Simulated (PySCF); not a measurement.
**Ionisation energy of Br²²⁺ by level of theory**

Br²²⁺ [Ne] 3s2 3p1 (2P) → Br²³⁺ [Ne] 3s2 (1S), as a difference of total energies. All numbers are calculated (PySCF 2.14, the spin-free X2C one-electron Hamiltonian (Gaussian nucleus), in an uncontracted even-tempered set (18 s from 2.1 bohr⁻², ratio 2.5; 12 p from 2.7 bohr⁻², ratio 2.5; 5 d from 12 bohr⁻², ratio 2.7; 4 f from 18 bohr⁻², ratio 2.7)). Correlated levels: outer shells: 1s2 frozen; virtual orbitals above 40 to 60 times the deepest correlated orbital energy dropped. The calculations carry no spin-orbit coupling.

```tsv
method	ionisation energy (eV)
UHF	962.53
MP2 (outer shells)	963.09
SCS-MP2 (outer shells)	962.97
CCSD (outer shells)	963.09
CCSD(T) (outer shells)	963.10
```

**Question.** How much does correlation contribute at CCSD(T) (outer shells)?

**Answer.** 963.10 − (962.53) = 0.57 eV, measured against UHF.

A first-order spin-orbit estimate (lowest level to lowest level, LS coupling) adds 6.794 eV.

Breit and QED terms and the two-electron picture change are absent.

For comparison: 963 ± 5 eV (semi-empirical (NIST evaluation); NIST Atomic Spectra Database, ionization energies).
